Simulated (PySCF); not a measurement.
C5H9NO.
SMILES with atom numbers: `[H]/[N:7]=[CH:6]/[O:5][CH2:4][C:2](=[CH2:1])[CH3:3]` (hydrogens: H8, H9 on C1; H10, H11, H12 on C3; H13, H14 on C4; H15 on C6; H16 on N7)

The same species was optimised twice, with GFN2-xTB and with PBE0-D3(BJ)/def2-SVP (PySCF), and the same property calculations (PySCF, gas phase) were run on both structures.

```tsv
coordinate	GFN2-xTB	PBE0-D3(BJ)/def2-SVP	change
C1=C2 (Å)	1.323	1.337	+0.014
O5–C6 (Å)	1.322	1.330	+0.008
C6=N7 (Å)	1.258	1.264	+0.006
C4–O5 (Å)	1.431	1.425	-0.006
C2–C4 (Å)	1.503	1.498	-0.005
C2–C3 (Å)	1.496	1.497	+0.001
C1–C2–C4 (°)	121.6	120.5	-1.1
C3–C2–C4 (°)	115.0	116.0	+1.0
C4–O5–C6 (°)	115.5	116.5	+1.0
C2–C4–O5 (°)	109.2	108.6	-0.6
O5–C6–N7 (°)	122.9	123.3	+0.4
C1–C2–C3 (°)	123.4	123.4	0.0
C1–C2–C4–O5 (°)	-120	-126	-6
C2–C4–O5–C6 (°)	-179	-179	0
C4–O5–C6–N7 (°)	1	0	-1
```

Rotational constants: A = 6425, B = 1413, C = 1267 MHz (GFN2-xTB) against A = 6417, B = 1412, C = 1250 MHz (PBE0-D3(BJ)/def2-SVP). Point groups within 0.08 Å: C1 and C1.

On the GFN2-xTB structure: lowest singlet, TDDFT (eV) 6.34 [CAM-B3LYP/def2-SVPD]; isotropic polarisability (au) 73.7 [CAM-B3LYP/def2-SVPD]; HOMO (eV) -8.76 [CAM-B3LYP/def2-SVPD]; LUMO (eV) 1.31 [CAM-B3LYP/def2-SVPD]; dipole (D) 0.91 [CAM-B3LYP/def2-SVPD]; HOMO (eV) -7.37 [PBE0/pcSseg-1]; LUMO (eV) 0.32 [PBE0/pcSseg-1]; dipole (D) 0.95 [PBE0/pcSseg-1]; GIAO shielding of C1 (ppm) 65.6 [PBE0/pcSseg-1]; GIAO shielding of C2 (ppm) 35.6 [PBE0/pcSseg-1]; GIAO shielding of C3 (ppm) 163.5 [PBE0/pcSseg-1]; GIAO shielding of C4 (ppm) 113.0 [PBE0/pcSseg-1]; GIAO shielding of O5 (ppm) 160.6 [PBE0/pcSseg-1]; GIAO shielding of C6 (ppm) 23.5 [PBE0/pcSseg-1]; GIAO shielding of N7 (ppm) 9.5 [PBE0/pcSseg-1].

Task: What do these properties become on the PBE0-D3(BJ)/def2-SVP structure?

Result: 
```tsv
property	level	on GFN2-xTB	on PBE0-D3(BJ)/def2-SVP	change
lowest singlet, TDDFT (eV)	CAM-B3LYP/def2-SVPD	6.34	6.47	+0.13
isotropic polarisability (au)	CAM-B3LYP/def2-SVPD	73.7	74.7	+1.0
HOMO (eV)	CAM-B3LYP/def2-SVPD	-8.76	-8.71	+0.05
LUMO (eV)	CAM-B3LYP/def2-SVPD	1.31	1.25	-0.06
dipole (D)	CAM-B3LYP/def2-SVPD	0.91	1.07	+0.16
energy, GFN2-xTB geometry as zero (kcal/mol)	CAM-B3LYP/def2-SVPD	0.0	-0.8	-0.8
HOMO (eV)	PBE0/pcSseg-1	-7.37	-7.33	+0.04
LUMO (eV)	PBE0/pcSseg-1	0.32	0.24	-0.08
dipole (D)	PBE0/pcSseg-1	0.95	1.10	+0.15
energy, GFN2-xTB geometry as zero (kcal/mol)	PBE0/pcSseg-1	0.0	-0.8	-0.8
GIAO shielding of C1 (ppm)	PBE0/pcSseg-1	65.6	62.6	-3.0
GIAO shielding of C2 (ppm)	PBE0/pcSseg-1	35.6	33.4	-2.2
GIAO shielding of C3 (ppm)	PBE0/pcSseg-1	163.5	162.1	-1.4
GIAO shielding of C4 (ppm)	PBE0/pcSseg-1	113.0	113.2	+0.2
GIAO shielding of O5 (ppm)	PBE0/pcSseg-1	160.6	160.2	-0.4
GIAO shielding of C6 (ppm)	PBE0/pcSseg-1	23.5	19.5	-4.0
GIAO shielding of N7 (ppm)	PBE0/pcSseg-1	9.5	6.4	-3.1
```

The heavy atoms differ by 0.043 Å rms after alignment. Among bonds between heavy atoms C1=C2 changes most (+0.014 Å). Changes are differences of the printed values. Neither structure is proved a minimum here.

Shape of the structure used: `[H]/[N:7]=[CH:6]/[O:5][CH2:4][C:2](=[CH2:1])[CH3:3]`: C1–C2–C4–O5 -126°, C2–C4–O5–C6 -179°, C4–O5–C6–N7 0°.
